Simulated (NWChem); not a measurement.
BCl

Program: NWChem. Each level has its own optimisation; frequencies are unscaled.

```
level             basis functions  r B–Cl (Å)  highest harmonic frequency (cm⁻¹)  zero-point energy (kcal/mol)  dipole (D)
----------------  ---------------  ----------  ---------------------------------  ----------------------------  ----------
PBE0/3-21G                     22       1.795                                701                           1.0        0.26
PBE0/pcseg-1                   32       1.729                                838                           1.2        1.24
PBE0/aug-pcseg-1               50       1.728                                [?]                           1.2         [?]
PBE0/pcseg-2                   64       1.717                                843                           1.2        1.58
PBE0/def2-TZVPP                73       1.718                                841                           1.2        1.64
```

### Question
Complete the blanks.

### Answer

- PBE0/aug-pcseg-1, highest harmonic frequency (cm⁻¹): 832
- PBE0/aug-pcseg-1, dipole (D): 1.49
